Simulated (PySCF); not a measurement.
InF3, SMILES [F][In]([F])[F].

Geometry optimised at PBE-D3(BJ)/def2-SVP. The isomer is the one that the SMILES or the coordinates give; other isomers of the formula were not compared. The def2 effective core potentials stand for the cores of In; spin–orbit coupling is left out.

All values below come from B3LYP/def2-TZVPD in PySCF.

Symmetry labels are those of the subgroup C2v that the program uses (full group D3h).

Computed valence orbital energies around the gap with their symmetry:
```json
[
 {"orbital": "HOMO−7", "symmetry": "A1", "energy (eV)": "-12.01"},
 {"orbital": "HOMO−6", "symmetry": "B1", "energy (eV)": "-12.01"},
 {"orbital": "HOMO−5", "symmetry": "B2", "energy (eV)": "-11.54"},
 {"orbital": "HOMO−4", "symmetry": "A2", "energy (eV)": "-11.13"},
 {"orbital": "HOMO−3", "symmetry": "B2", "energy (eV)": "-11.13"},
 {"orbital": "HOMO−2", "symmetry": "B1", "energy (eV)": "-11.12"},
 {"orbital": "HOMO−1", "symmetry": "B1", "energy (eV)": "-10.96"},
 {"orbital": "HOMO", "symmetry": "A1", "energy (eV)": "-10.96"},
 {"orbital": "LUMO", "symmetry": "A1", "energy (eV)": "-4.24"},
 {"orbital": "LUMO+1", "symmetry": "B2", "energy (eV)": "-2.09"},
 {"orbital": "LUMO+2", "symmetry": "A1", "energy (eV)": "0.18"},
 {"orbital": "LUMO+3", "symmetry": "B1", "energy (eV)": "0.18"}
]
```
